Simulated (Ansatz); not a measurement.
Isolated molecules relaxed with PBE0-D4/def2-TZVP in Ansatz; ΔE leaves out vibrations. CBS: MP2 limit from def2 TZ/QZ plus the TZ coupled-cluster correction, frozen cores. DFT in def2-TZVPP. For Ga outer-core shells are correlated without core-valence functions, which leaves a few kJ/mol of doubt a bond. Scalar relativity is left out up to krypton. Each species was taken in one conformer, which may not be the lowest.

Consider the ligand exchange at the Si–C bond: `[SiH3][CH2][GaH2]` + `NN[SiH3]` → `NN([SiH3])[SiH3]` + `[CH3][GaH2]`.

```tsv
level	ΔE (eV)
revPBE-D4	-0.42
SCS-MP2/def2-QZVPP	-0.50
```

What does CCSD(T)/CBS give? (Best estimate.)

Computed: -0.46 eV. The listed levels differ from it by 0.04, -0.04 eV.

Largest T1 diagnostic among the species: 0.012.

At CCSD(T), def2-SVP lies −0.05 eV from the extrapolated value and def2-TZVPP −0.02 eV. Leaving LDA and LC-ωPBE aside and taking each functional with its dispersion term where it has one, the values, not all of them listed here, spread over 0.10 eV, from BLYP-D4 to PBE-D4.
